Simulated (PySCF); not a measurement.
CH₄ClNOSi₂, SMILES Cl[Si@H]1N=CO[SiH2]1. Geometry: PBE-D3(BJ)/def2-SVP. The structure was generated by enumeration; whether it is a known compound was not checked.

Computed equilibrium geometry at PBE-D3(BJ)/def2-SVP (PySCF confirms it by a frequency run) as Cartesian coordinates in Å:
```xyz
10

Cl    -1.7724    -1.2954    -0.8712
Si    -0.5316    -0.4924     0.5941
N      1.1290    -1.0602     0.3969
C      1.9863    -0.1621     0.0697
O      1.7710     1.1690    -0.1148
Si     0.1251     1.7234     0.1576
H     -1.0912    -0.8682     1.9294
H      3.0561    -0.4077    -0.1033
H     -0.3240     2.3949    -1.1048
H      0.1920     2.7101     1.2867
```
Charge 0, spin multiplicity 1.
